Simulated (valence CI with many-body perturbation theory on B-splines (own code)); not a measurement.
Ce18+: calculated level list

Calculated by relativistic CI+MBPT: four valence electrons over a frozen Dirac-Fock core [Kr], radial functions for each j: 7 s, 7 p, 8 d, 6 f, 4 g, 1 h, with the one-electron correlation potential Σ1, the two-electron term Σ2, the three-electron term Σ3, Breit, model QED; selected CI, second order for the rest, scaled by the run's own slope (own B-spline code, finite nucleus).

No measured levels were compared; by estimate terms of the open shell hold to 2 to 4 % of their energy, and close levels can change places. Only levels of the ground parity were solved; by the run's estimate the other parity begins above the list, which can be wrong where configurations are misplaced.

Levels 1 to 32 of 32, with energies above the lowest level, (4d3/2^4) J=0. "Leading %" is the weight of the configuration and term that name the level; weights of strongly mixed levels are sums over their largest components and can fall short, so below about 35 % the name and the second component can differ from the true leading terms, or belong to a minority configuration. In the jj column 3d3/2^4 stands for four electrons in 3d with j = 3/2.

| No. | Configuration | Term | J | E (cm⁻¹) | Leading % | g | Leading jj | Second component |
| --- | --- | --- | --- | --- | --- | --- | --- | --- |
| 1 | 4d4 | 5D | 0 | 0.0 | 54 |  | 4d3/2^4 (84 %) | 40 % 4d4 3P |
| 2 | 4d4 | 5D | 1 | 16848 | 80 | 1.498 | 4d3/2^3 4d5/2 (88 %) | 20 % 4d4 3P |
| 3 | 4d4 | 5D | 2 | 29226 | 86 | 1.451 | 4d3/2^2 4d5/2^2 (51 %) | 5 % 4d4 3P |
| 4 | 4d4 | 5D | 3 | 37462 | 76 | 1.410 | 4d3/2^2 4d5/2^2 (45 %) | 12 % 4d4 3F |
| 5 | 4d4 | 5D | 4 | 40356 | 44 | 1.279 | 4d3/2^3 4d5/2 (70 %) | 29 % 4d4 3F |
| 6 | 4d4 | 5D | 0 | 57194 | 43 |  | 4d3/2^2 4d5/2^2 (80 %) | 39 % 4d4 3P |
| 7 | 4d4 | 3H | 4 | 59766 | 50 | 1.061 | 4d3/2^2 4d5/2^2 (66 %) | 31 % 4d4 5D |
| 8 | 4d4 | 3G | 3 | 68373 | 62 | 0.925 | 4d3/2^2 4d5/2^2 (54 %) | 16 % 4d4 3F |
| 9 | 4d4 | 3F | 2 | 70765 | 55 | 0.892 | 4d3/2^2 4d5/2^2 (56 %) | 20 % 4d4 1D |
| 10 | 4d4 | 3H | 5 | 73365 | 73 | 1.076 | 4d3/2^2 4d5/2^2 (98 %) | 26 % 4d4 3G |
| 11 | 4d4 | 3P | 1 | 76170 | 68 | 1.311 | 4d3/2^2 4d5/2^2 (75 %) | 19 % 4d4 3D |
| 12 | 4d4 | 3H | 6 | 79252 | 66 | 1.109 | 4d3/2^2 4d5/2^2 (93 %) | 34 % 4d4 1I |
| 13 | 4d4 | 3G | 4 | 86143 | 66 | 1.026 | 4d3/2^2 4d5/2^2 (86 %) | 24 % 4d4 1G |
| 14 | 4d4 | 3D | 2 | 88568 | 44 | 1.186 | 4d3/2^2 4d5/2^2 (84 %) | 35 % 4d4 3P |
| 15 | 4d4 | 3D | 3 | 90737 | 44 | 1.180 | 4d3/2^2 4d5/2^2 (73 %) | 40 % 4d4 3F |
| 16 | 4d4 | 3F | 4 | 94891 | 45 | 1.167 | 4d3/2 4d5/2^3 (58 %) | 20 % 4d4 3H |
| 17 | 4d4 | 3F | 3 | 103300 | 45 | 1.088 | 4d3/2 4d5/2^3 (82 %) | 25 % 4d4 3G |
| 18 | 4d4 | 3P | 2 | 108050 | 35 | 1.112 | 4d3/2^2 4d5/2^2 (46 %) | 35 % 4d4 1D |
| 19 | 4d4 | 3G | 5 | 109850 | 73 | 1.155 | 4d3/2 4d5/2^3 (98 %) | 26 % 4d4 3H |
| 20 | 4d4 | 3D | 1 | 112880 | 78 | 0.711 | 4d3/2 4d5/2^3 (82 %) | 16 % 4d4 3P |
| 21 | 4d4 | 1I | 6 | 114050 | 66 | 1.055 | 4d3/2 4d5/2^3 (93 %) | 34 % 4d4 3H |
| 22 | 4d4 | 3F | 4 | 123420 | 48 | 1.109 | 4d3/2^2 4d5/2^2 (66 %) | 39 % 4d4 1G |
| 23 | 4d4 | 3P | 2 | 126500 | 55 | 1.265 | 4d3/2^2 4d5/2^2 (56 %) | 22 % 4d4 3D |
| 24 | 4d4 | 1S | 0 | 128160 | 67 |  | 4d3/2 4d5/2^3 (82 %) | 32 % 4d4 3P |
| 25 | 4d4 | 1F | 3 | 132980 | 54 | 1.071 | 4d3/2 4d5/2^3 (86 %) | 25 % 4d4 3D |
| 26 | 4d4 | 3P | 2 | 138410 | 45 | 1.096 | 4d3/2^2 4d5/2^2 (55 %) | 41 % 4d4 3F |
| 27 | 4d4 | 3F | 4 | 153730 | 48 | 1.127 | 4d5/2^4 (69 %) | 38 % 4d4 1G |
| 28 | 4d4 | 3F | 3 | 156320 | 74 | 1.067 | 4d3/2 4d5/2^3 (97 %) | 23 % 4d4 1F |
| 29 | 4d4 | 3P | 1 | 157740 | 96 | 1.475 | 4d3/2 4d5/2^3 (93 %) |  |
| 30 | 4d4 | 1D | 2 | 157970 | 40 | 0.986 | 4d5/2^4 (49 %) | 34 % 4d4 3F |
| 31 | 4d4 | 3P | 0 | 164510 | 75 |  | 4d3/2^2 4d5/2^2 (54 %) | 23 % 4d4 1S |
| 32 | 4d4 | 1G | 4 | 165400 | 66 | 1.071 | 4d3/2 4d5/2^3 (83 %) | 27 % 4d4 3F |

The ionisation energy to 4d3 4F_3/2 of the next ion comes out as 509.7 eV (NIST: 509 ± 3 eV (theoretical)). All 32 levels together are meant to be complete up to 171110 cm⁻¹.
